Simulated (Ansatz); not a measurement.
`[O]=[GeH2]`, relaxed with RKS PBE-D4/def2-SVP in Ansatz from a rough embedded geometry. The force threshold is 0.03 eV/Å; the program also tests the step.

Total charge 0; spin multiplicity 1.

Start:

```xyz
4

O     0.408    1.539   -0.241
Ge    0.009    0.034   -0.005
H     0.588   -1.139   -0.789
H    -1.004   -0.433    1.035
```

Task: How much energy does the relaxation release, and in how many steps? (Best estimate.)

Result: Computed: 0.19 eV, in 3 steps.

Task: Which bonds change most? (Estimate.)

Result: The calculation gave: O1–Ge2 from 1.574 to 1.656 Å; Ge2–H3 from 1.525 to 1.560 Å; Ge2–H4 from 1.525 to 1.560 Å.

Task: Give the relaxed structure. (Estimate.)

Result: Computed: 
```xyz
4

O     0.422    1.595   -0.249
Ge    0.003    0.013   -0.002
H     0.611   -1.170   -0.818
H    -1.037   -0.439    1.069
```
